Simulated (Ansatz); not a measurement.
`C[CH2][SnH2][F]` + `[SH][GaH2]` → `C[S][GaH2]` + `[CH3][SnH2][F]`  (substitution at a C–C bond)

Isolated molecules relaxed with PBE0-D4/def2-TZVP in Ansatz; ΔE leaves out vibrations. CCSD(T)/CBS is the MP2 limit (def2-TZVPP, def2-QZVPP) plus CCSD(T) − MP2 in def2-TZVPP, frozen cores. Functionals use def2-TZVPP. def2 core potentials past Kr. For Ga, Sn outer-core shells are correlated without core-valence functions, which leaves a few kJ/mol of doubt a bond. Scalar relativity is left out up to krypton. One conformer a species, not always the lowest.

```tsv
level	ΔE (kJ/mol)
PBE-QIDH	7.4
PBE0	5.6
```

**Question.** What does CCSD(T)/CBS give? (Estimate.)

**Answer.** Computed: +6.5 kJ/mol. The listed levels differ from it by 0.9, -0.9 kJ/mol.

Largest T1 diagnostic among the species: 0.013.

At CCSD(T), def2-SVP lies +14.6 kJ/mol from the extrapolated value and def2-TZVPP +3.1 kJ/mol. Leaving LDA and LC-ωPBE aside and taking each functional with its dispersion term where it has one, the values, not all of them listed here, spread over 4.3 kJ/mol, from revPBE-D4 to PBE-QIDH. LDA lies +3.6 kJ/mol from PBE without D4.
